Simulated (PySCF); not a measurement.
## Calculated NMR parameters of O=C(F)C1CCCCC1

* Formula: C7H11FO
* SMILES: O=C(F)C1CCCCC1
* Point group of the computed structure: C1
* Degrees of unsaturation: 2
* Carbon signals: 5
* Proton signals: 7

Bonds (- single, = double, # triple, : aromatic): O1=C2, C2-F3, C2-C4, C4-C5, C5-C6, C6-C7, C7-C8, C8-C9, C9-C4. C4 carries H10; C5 carries H11, H12; C6 carries H13, H14; C7 carries H15, H16; C8 carries H17, H18; C9 carries H19, H20. H12, H14, H16, H17, H20 are cis to C2 on the ring; H11, H13, H15, H18, H19 are trans to C2 on the ring.

- GFN2-xTB geometry
- NMR shieldings at PBE0/pcSseg-1/GIAO
- code: PySCF 2.14
- isolated molecule, one conformer, one averaged value for each set of equivalent atoms, no relativistic terms

δ = σ(ref) − σ, references computed at the same level: TMS for ¹H and ¹³C; CFCl3 for ¹⁹F; ¹⁷O vs H2O.

| carbon | δC, type | δH (multiplicity) | HMBC from (2–3 bonds) | span of the C tensor (ppm) |
| --- | --- | --- | --- | --- |
| C2 | 174.7, C | – | H10, H12/H20, H11/H19 | 216 |
| C4 | 41.8, CH | 2.81 (m) | H12/H20, H14/H17, H13/H18, H11/H19 | 28 |
| C5/C9 | 31.2, CH2 | H11 1.44 (m); H12 2.28 (m) | H10, H12/H20, H16, H14/H17, H13/H18, H11/H19, H15 | 12 |
| C6/C8 | 26.3, CH2 | H13 1.62 (m); H14 1.64 (m) | H10, H12/H20, H16, H14/H17, H13/H18, H11/H19, H15 | 10 |
| C7 | 30.2, CH2 | H15 1.16 (m); H16 1.81 (m) | H12/H20, H14/H17, H13/H18, H11/H19 | 9 |

Other nuclei:
| atoms | nucleus | environment | δ (ppm) | σ (ppm) |
| --- | --- | --- | --- | --- |
| F3 | ¹⁹F | fluorine bonded to C | 45.7 | 125.3 |
| O1 | ¹⁷O | carbonyl oxygen | 459.2 | -123.1 |

Carbon types of the structure: 1 × C, 1 × CH, 5 × CH2, which accounts for all hydrogens. δC 174.7: carbonyl carbon. δC 41.8: sp3 CH α to a carbonyl; the adjacent C=O deshields it moderately. δC 31.2, 30.2, 26.3: sp3 CH2 in a ring; aliphatic region, no heteroatom directly attached. δH 2.81: hydrogen on an sp3 CH α to a carbonyl; α to C=O. δH 2.28, 1.81, 1.64, 1.62, 1.44, 1.16: hydrogen on an sp3 CH2 in a ring.

Splittings by ¹⁹F in the carbon and heteronuclear signals aren't shown, as no couplings were computed. Shifts are as computed. Against solution values, carbons near 30 ppm lie about +3 ppm off and those near 130 ppm about +5 ppm. Of 1211 compounds with measured shifts, 218 miss one by over three times the rms of a fit or turn the order of signals round; such compounds aren't used in these exercises. Unscaled 19F shifts against computed CFCl3 carry errors that often reach 10 to 50 ppm. Unscaled 17O shifts of doubly bonded oxygen tend to come out too high, by tens of ppm or more. Experimental scales use liquid or dissolved standards, which lie at an offset from isolated H2O (liquid H2O: subtract about 36 ppm). Multiplicities follow the n + 1 count of equivalent neighbours, as no J values were calculated; m marks all less simple cases, F and P coupling included.
